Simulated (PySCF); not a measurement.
Cost against size for one kind of job: PBE0-D3(BJ)/def2-SVP geometry optimisation, gas phase (PySCF); work: geometry optimisation from a GFN2-xTB start. Hardware: one thread, x86-64 server, no GPU, shared host. The host was shared with other jobs, so the times are rough.

```json
{"species (SMILES)": "[H]B([H])C#N", "atoms": "5", "electrons": "20", "basis functions": "52", "SCF cycles": "19", "gradient evaluations": "3", "wall time": "?"}
{"species (SMILES)": "CCc1sc(=S)sc1Cl", "atoms": "14", "electrons": "100", "basis functions": "167", "SCF cycles": "30", "gradient evaluations": "4", "wall time": "?"}
{"species (SMILES)": "CCCOC(C)C", "atoms": "21", "electrons": "58", "basis functions": "168", "SCF cycles": "40", "gradient evaluations": "7", "wall time": "1.7 min"}
{"species (SMILES)": "CCCCOCC", "atoms": "21", "electrons": "58", "basis functions": "168", "SCF cycles": "25", "gradient evaluations": "4", "wall time": "64 s"}
{"species (SMILES)": "COCC(C)(C)C", "atoms": "21", "electrons": "58", "basis functions": "168", "SCF cycles": "26", "gradient evaluations": "4", "wall time": "?"}
```

Task: Estimate the withheld figures.

Result: `[H]B([H])C#N`: 2.4 s; `CCc1sc(=S)sc1Cl`: 46 s; `COCC(C)(C)C`: 58 s.

Task: With all rows, how does the wall time grow with the number of basis functions N?

Result: A straight line through log(time) against log(N) has slope 2.8 between N = 52 and 168, and the rows scatter about it by a factor of about 1.4 (standard error of the fit). This is a fit to these rows, whose iteration counts differ, not the method's formal scaling.

Task: Which species took longest, and how many times the shortest run?

Result: `CCCOC(C)C`, at 1.7 min: about 42 times the shortest (2.4 s).
